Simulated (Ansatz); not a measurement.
Program: Ansatz. Geometries: PBE0-D4/def2-TZVP. ΔE: electronic, gas phase. CCSD(T)/CBS adds triple-zeta CCSD(T) − MP2 to the extrapolated MP2 energy (def2 sets, frozen cores). DFT in def2-TZVPP. B3LYP here is the variant with VWN-RPA as its local correlation; programs differ in this. For As outer-core shells are correlated without core-valence functions, which leaves a few kJ/mol of doubt a bond. Scalar relativity is left out up to krypton. One conformer a species, not always the lowest.

Consider the formal exchange of groups at the Si–C bond: `[SiH3]CCCCl` + `C1C[AsH]1` → `[SiH3]C1C[AsH]1` + `CCCCl`.

`[SiH3]CCCCl`:

Z-matrix (Å, degrees):
```
Si
C 1 1.876
H 1 1.489 2 110.3
H 1 1.489 2 110.4 3 119.4
H 1 1.487 2 110.7 3 -120.4
C 2 1.523 1 113.6 3 -59.7
H 2 1.095 1 108.3 3 62.6
H 2 1.096 1 108.4 3 177.5
C 6 1.513 2 114.1 1 179.9
H 6 1.097 2 110.0 1 -60.1
H 6 1.095 2 110.4 1 57.0
Cl 9 1.788 6 112.1 2 -64.4
H 9 1.091 6 111.5 2 54.7
H 9 1.090 6 111.4 2 176.7
```

`C1C[AsH]1`:

```xyz
8

C    -0.680   -0.151    0.452
C     0.667    0.418    0.264
As    0.385   -1.198   -0.863
H    -1.531    0.384    0.049
H    -0.884   -0.689    1.370
H     1.397    0.274    1.053
H     0.767    1.353   -0.272
H    -0.121   -0.391   -2.054
```

`[SiH3]C1C[AsH]1`:

Z-matrix (Å, degrees):
```
Si
C 1 1.856
H 1 1.485 2 110.5
H 1 1.491 2 111.6 3 121.0
H 1 1.489 2 108.2 3 -120.0
C 2 1.482 1 121.1 3 157.9
As 2 2.006 1 113.9 3 80.9
H 2 1.086 1 116.3 3 -51.8
H 6 1.083 2 118.5 1 146.0
H 6 1.085 2 118.3 1 0.9
H 7 1.526 2 93.4 1 -153.1
```

`CCCCl`:

Cartesian coordinates in Å:
```
C -0.635 0.807 -0.796
C 0.215 0.441 0.406
C 0.601 -1.020 0.463
Cl -0.820 -2.087 0.674
H -1.578 0.257 -0.790
H -0.867 1.874 -0.799
H -0.117 0.574 -1.730
H -0.299 0.709 1.334
H 1.150 1.014 0.391
H 1.261 -1.227 1.304
H 1.089 -1.341 -0.458
```

```
             level  ΔE (kJ/mol)  difference from CCSD(T)/CBS
            PBE-D4        -14.9                          2.6
         r2SCAN-D4        -15.0                          2.5
           PBE0-D4        -15.0                          2.5
          B3LYP-D4        -16.1                          1.4
           ωB97X-V        -13.9                          3.6
           ωB97M-V        -14.2                          3.3
            B2PLYP        -15.7                          1.8
               PBE        -13.4                          4.1
            r2SCAN        -15.0                          2.5
              PBE0        -13.7                          3.8
             B3LYP        -13.4                          4.1
     HF/def2-TZVPP        -14.4                          3.1
    MP2/def2-TZVPP        -19.3                         -1.8
SCS-MP2/def2-TZVPP        -18.3                         -0.8
   CCSD/def2-TZVPP        -15.3                          2.2
CCSD(T)/def2-TZVPP        -16.1                          1.4
     HF/def2-QZVPP        -14.4                          3.1
    MP2/def2-QZVPP        -20.1                         -2.6
SCS-MP2/def2-QZVPP        -19.0                         -1.5
      HF/CBS(def2)        -14.4                          3.1
     MP2/CBS(def2)        -20.6                         -3.1
    CCSD/CBS(def2)        -16.7                          0.8
       CCSD(T)/CBS        -17.5                            0
```

Largest T1 diagnostic among the species: 0.011.

CCSD(T)/CBS has its own doubt, a few kJ/mol and more with outer-core shells, so smaller differences from it don't rank the levels.
